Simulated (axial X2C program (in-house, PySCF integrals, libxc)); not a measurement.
**Worked dissociation energy of LiAs: CCSD(T), without spin–orbit coupling**

Computed with an in-house relativistic program for diatomic molecules. Spin-free means the one-electron spin-free X2C Hamiltonian. Basis: As dyall-cv3z [9s9p6d4f1g], Li dyall-cv3z [7s8p2d] (cores contracted in-house); Gaussian nuclei, density fitting, unrestricted open shells. Masses: As 74.922 u, Li 7.016 u.

Molecular state: M_S = 1, Λ = 0 (beyond evenly filled blocks: π+α, π-α).

Correlated methods: 6 electrons correlated (number of frozen shells: As 3 s, 2 p, 1 d; Li 1 s), 206 virtual spin orbitals or spinors in MP2, 68 natural virtuals in coupled cluster.

| Quantity | Value |
| --- | --- |
| E(As) (2M_S = 3, M_L = 0) | -2259.177468 hartree |
| E(Li) (2M_S = 1, M_L = 0) | -7.433417 hartree |
| E(LiAs) at Re | -2266.666250 hartree |
| ωe | 428.2 cm⁻¹ |
| ωexe | 2.56 cm⁻¹ |

**Question.** Work out De and D0.

**Answer.** De = -2259.177468 + (-7.433417) − (-2266.666250) = 0.05537 hartree = 1.507 eV. The zero-point energy is ωe/2 − ωexe/4 = 213 cm⁻¹ = 0.026 eV, so D0 = 1.480 eV.

Occupations by symmetry block were frozen at the best pattern of an incomplete PBE0 search. De is counted from the lowest determinant-based energies of the atoms at the same level, without counterpoise correction. CCSD and (T) use frozen natural virtuals with an MP2 correction for the truncation; (T) itself is uncorrected, so its De runs slightly low. Other states lie close and PBE0, whose exact exchange favours high spin, may order them wrongly; the determinant shown need not be the ground state. The nearest other spin-free determinant of the search, M_S = 0, Λ = 2, lies 0.88 eV up at the distance of the search.

Each atomic determinant is the lowest at this level and need not be a pure term. Totals compare only within one Hamiltonian and basis.
